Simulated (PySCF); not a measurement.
These are PBE-D3(BJ)/def2-TZVP // PBE0-D3(BJ)/def2-TZVP run with PySCF 2.14.0 values and carry that method's errors. Gas-phase values, no solvent. One relaxed conformer stands for a flexible species; it need not be the lowest. 

Reference species (SMILES): `C/C=C\CC` (C–C–C–C torsion 118°) (neutral, multiplicity 1).

```json
{
 "HOMO": "-5.80 eV"
}
```

Changed species: `C1CCCC1`.

**Question.** Give the shifts of the HOMO.

**Answer.** the HOMO drops by 1.50 eV, to -7.30 eV.
